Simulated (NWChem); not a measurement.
Species: C2H8Si2; SMILES C(/[SiH3])=C/[SiH3]

Q: Give the equilibrium geometry at PBE0/def2-SVP (NWChem) as a Z-matrix, with the point group.

A: point group Cs; any orientation.
```
C
C 1 1.3461
H 1 1.1004 2 117.12
H 2 1.1008 1 117.42 3 0.00
Si 2 1.8756 4 115.75 1 -180.00
H 5 1.4940 2 110.25 4 179.97
H 5 1.4956 6 109.17 2 121.15
H 5 1.4956 6 109.17 7 117.70
Si 1 1.8867 3 115.09 2 -180.00
H 9 1.4941 1 107.98 3 0.03
H 9 1.4952 10 108.50 1 -121.22
H 9 1.4953 10 108.50 11 -117.56
```
